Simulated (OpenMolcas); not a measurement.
Ti3+ (d1) in a complex was computed by CASSCF with the d shell active (OpenMolcas, ANO-RCC-VTZP on the metal). Its lowest spin-free states, and all those of the highest spin:

```json
{"2S+1": "2", "Degeneracy": "1", "E (cm-1)": "0.0"}
{"2S+1": "2", "Degeneracy": "2", "E (cm-1)": "9073"}
{"2S+1": "2", "Degeneracy": "1", "E (cm-1)": "16412"}
{"2S+1": "2", "Degeneracy": "1", "E (cm-1)": "33613"}
```

Q: Is the site octahedral, tetrahedral or cube-like, axial, or of lower symmetry?

A: The states with 2S+1 = 2 have orbital degeneracies 1, 2, 1, 1. There are pairs but no triples, so the site is axial: not cubic, but with a proper or improper axis of order three or more. The run had Ti3+ with 4 ligands (oxide) in square-planar coordination (D4h) at 1.92 Å. A charge of +1.25 e stands 2.4 Å behind each ligand. Ligand basis ANO-RCC-VDZP.

The least metal-like active orbital is 80 % on the metal (Löwdin) and no ligand orbital is active, so the numbers are rough. The oxide ions are held by bare point charges, a crude embedding. Ligand-to-metal charge-transfer states are missing. With metal d orbitals alone and no dynamic correlation the field as a rule comes out too small, by tens of per cent, by up to half for chloride and softer ligands. No measured value stands beside these numbers; the geometry is a model, was not optimised and need not be the one that this ion takes.
